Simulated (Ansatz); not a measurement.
Isolated molecules relaxed with PBE0-D4/def2-TZVP in Ansatz; ΔE leaves out vibrations. CCSD(T)/CBS adds triple-zeta CCSD(T) − MP2 to the extrapolated MP2 energy (def2 sets, frozen cores). Functionals use def2-TZVPP. def2 core potentials past Kr. For Br, In, Sn outer-core shells are correlated without core-valence functions, which leaves a few kJ/mol of doubt a bond. Scalar relativity is left out up to krypton. One conformer a species, not always the lowest.

Consider the redistribution: `[OH][In]([OH])[O][SiH3]` + `[Cl][SnH2][Br]` → `[OH][In]([Cl])[O][SiH3]` + `[OH][SnH2][Br]`.

Task: Is it downhill or uphill in electronic energy at CCSD(T)/CBS, and by how much? (Best estimate.)

Result: Ansatz gave: Downhill: ΔE = -0.20 eV.

Task: What do these levels give: revPBE-D4, r2SCAN-D4, revPBE, r2SCANh, CCSD/def2-SVP, MP2/def2-QZVPP? (An estimate is asked.)

Result: Computed: revPBE-D4 -0.18, r2SCAN-D4 -0.22, revPBE -0.18, r2SCANh -0.23, CCSD/def2-SVP -0.24, MP2/def2-QZVPP -0.19 eV.

Largest T1 diagnostic among the species: 0.016.

At CCSD(T), def2-SVP lies −0.04 eV from the extrapolated value and def2-TZVPP −0.03 eV. From BLYP to BHLYP (50 % exact exchange), in def2-TZVPP and without D4, ΔE moves by −0.06 eV.
